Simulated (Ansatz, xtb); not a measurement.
## AsH5PSn: which of two isomers lies lower

Structure X: `[PH2][SnH][AsH2]`, a doublet. Structure Y: `[PH2][Sn][AsH3]`, a doublet. Both are isolated molecules in the gas phase, relaxed with B3LYP-D3(BJ)/def2-SVP; the shapes shown needn't be the lowest conformers.

X (Å):

```yaml
atoms:
  - { symbol: As, position_ang: [0.5087, -1.3736, 3.3449] }
  - { symbol: P, position_ang: [-1.3819, -1.5296, -0.3789] }
  - { symbol: Sn, position_ang: [0.5975, -0.4207, 0.8450] }
  - { symbol: H, position_ang: [-0.6778, -2.7232, -0.7283] }
  - { symbol: H, position_ang: [-1.1199, -0.8943, -1.6326] }
  - { symbol: H, position_ang: [0.0576, 1.2418, 1.0178] }
  - { symbol: H, position_ang: [1.2679, -2.6547, 2.9918] }
  - { symbol: H, position_ang: [1.7946, -0.6499, 3.7520] }
```

Y (Å):

| atom | x (Å) | y (Å) | z (Å) |
| --- | --- | --- | --- |
| As | -0.0446 | -1.2418 | 2.7592 |
| P | 0.5875 | -1.2644 | -0.7647 |
| Sn | -1.0525 | 0.3345 | 0.5743 |
| H | -0.3677 | -1.5688 | -1.7851 |
| H | 1.1873 | -0.2027 | -1.5127 |
| H | 1.4536 | -1.2660 | 3.0155 |
| H | -0.2295 | -2.7503 | 2.7216 |
| H | -0.4736 | -1.0419 | 4.2052 |

Energies in hartree; the thermal terms are from B3LYP-D3(BJ)/def2-SVP harmonic frequencies (ideal gas, rigid rotor, one conformer each, 298.15 K, 1 atm) and include the zero-point energy:

```
                               X            Y
E, CCSD(T)/def2-SVP  −2791.319975  −2791.311837
    E, MP2/def2-SVP  −2791.256832  −2791.248465
  E, MP2/def2-TZVPP  −2791.947094  −2791.942443
  zero-point energy      0.038570      0.040204
       H(298 K) − E      0.046959      0.048954
       G(298 K) − E      0.003460      0.004096
```

**Question.** Correct the CCSD(T) difference for the basis set by the MP2 change, then work out ΔE, ΔE₀, ΔH and ΔG for X → Y in kJ/mol (1 Eh = 2625.50 kJ/mol) and the equilibrium ratio [Y]/[X].

**Answer.** 1. Differences Y − X: CCSD(T) +0.008138, MP2 in the small set +0.008367, MP2 in the large set +0.004651 Eh.
2. ΔE = +0.008138 + (+0.004651 − (+0.008367)) = +0.004422 Eh = +11.61 kJ/mol.
3. ΔE₀ = ΔE + ΔZPE = +0.004422 + (+0.001634) Eh = +15.90 kJ/mol.
4. ΔH = ΔE + (+0.001995) Eh = +16.85 kJ/mol.
5. ΔG = ΔE + (+0.000636) Eh = +13.28 kJ/mol, so ΔS = (ΔH − ΔG)/T = +12.0 J/(mol K).
6. kT = 0.9442 mEh, so K = [Y]/[X] = exp(−ΔG/kT) = exp(−5.36) ≈ 0.0047.

Structure X is favoured at this temperature. An error of 4 kJ/mol in ΔG would change K by a factor of 5. Mirror images and further conformers aren't counted.

As drawn, Y has 1 As–H in place of 1 Sn–H.

Other levels gave ΔE = +52.8 (GFN2-xTB); +170.9 (HF/STO-3G, GFN2-xTB geometries); +28.3 (r2SCAN-D4/def2-SVP, GFN2-xTB geometries); +18.1 (B3LYP-D3(BJ)/def2-SVP); +13.3 (HF/def2-SVP); +22.0 (MP2/def2-SVP); +21.4 (CCSD(T)/def2-SVP) kJ/mol. Open shells are spin-unrestricted. The correlated steps freeze 18 core orbitals; the filled d shell of As and Sn is correlated, in a basis made for valence electrons. Atoms past krypton carry core potentials in the def2 sets, without spin–orbit terms. Programs: Ansatz 0.2.0, xtb 6.7.1.
